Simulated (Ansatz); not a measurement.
The cluster Ti2O2⁺, relaxed as a doublet with UKS PBE-D4/def2-SVP in Ansatz, starting from the PBE-D4/def2-SVP geometry of the neutral singlet. Force threshold 0.02 eV/Å.

No other spin state of charge 1 was run. The structure comes from a short search, and lower isomers may exist.

Start:

Cartesian coordinates in Å:
```
Ti -0.9726 -0.5202 0.0905
Ti 0.5870 0.9237 0.1649
O 0.5490 -0.6495 1.1179
O -0.1633 0.2460 -1.3732
```

(1) Estimate the energy that the relaxation releases and the steps that it takes.

(2) Does the start keep its bonding and symmetry?

(3) Predict the relaxed structure.

Results:

(1) 21.2 kJ/mol, in 4 steps; 11 s on 4 threads of Arm Neoverse V1 on a shared host. No frequencies were taken in this run, so the end may be a saddle point.

(2) By distances, no bond broke or formed. The bond that changes most is Ti2–O4, from 1.84 to 1.81 Å (atoms count from 1). Point group C2v at the start, C2v at the end, both within 0.05 Å.

(3) 
```xyz
4

Ti   -1.000   -0.590    0.073
Ti    0.659    0.946    0.152
O     0.510   -0.606    1.076
O    -0.169    0.249   -1.302
```
Bond lengths (bridged metal pairs left out): 4 × O–Ti 1.81 Å.
